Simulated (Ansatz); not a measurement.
Two isomers of CH6GeOS: A = `C[O][GeH2][SH]`, B = `C[S][GeH2][OH]`.

Calculated with Ansatz (gas phase, PBE0-D4/def2-TZVP geometries, no zero-point term in ΔE). CBS: MP2 limit from def2 TZ/QZ plus the TZ coupled-cluster correction, frozen cores. DFT in def2-TZVPP. For Ge outer-core shells are correlated without core-valence functions, which leaves a few kJ/mol of doubt a bond. Scalar relativity is left out up to krypton. Each species was taken in one conformer, which may not be the lowest.

A:

Z-matrix (Å, degrees):
```
C
O 1 1.409
H 1 1.098 2 111.9
H 1 1.092 2 107.9 3 -118.9
H 1 1.096 2 111.9 3 121.9
Ge 2 1.773 1 118.8 3 -61.9
S 6 2.220 2 111.0 1 -59.5
H 6 1.538 2 110.1 1 56.2
H 6 1.530 2 104.0 1 179.9
H 7 1.343 6 94.0 2 -68.8
```

B:

Z-matrix (Å, degrees):
```
C
S 1 1.815
H 1 1.090 2 111.6
H 1 1.090 2 111.3 3 -123.3
H 1 1.090 2 106.6 3 118.4
Ge 2 2.210 1 100.3 3 72.7
O 6 1.781 2 113.3 1 -84.7
H 6 1.529 2 108.7 1 160.3
H 6 1.543 2 107.4 1 35.8
H 7 0.960 6 113.1 2 56.7
```

**Question.** Which isomer does CCSD(T)/CBS put lower? Give the gap. (Best estimate.)

**Answer.** Ansatz gave: B, by 8.9 kcal/mol.

**Question.** Give E(B) − E(A) in kcal/mol with CCSD(T)/def2-TZVPP, CCSD/def2-TZVPP, r2SCAN-D4, B2PLYP, ωB97M-V, MP2/def2-TZVPP, PBE-D4. (Best estimate.)

**Answer.** The calculation gave: CCSD(T)/def2-TZVPP -7.6, CCSD/def2-TZVPP -7.3, r2SCAN-D4 -8.2, B2PLYP -7.8, ωB97M-V -8.1, MP2/def2-TZVPP -9.1, PBE-D4 -8.6. None reverses the order clearly.

Largest T1 diagnostic: 0.012.

In def2-TZVPP, CCSD(T) changes the Hartree–Fock value by −1.8 kcal/mol (the triples alone add −0.3 kcal/mol) and MP2 by −3.3 kcal/mol.
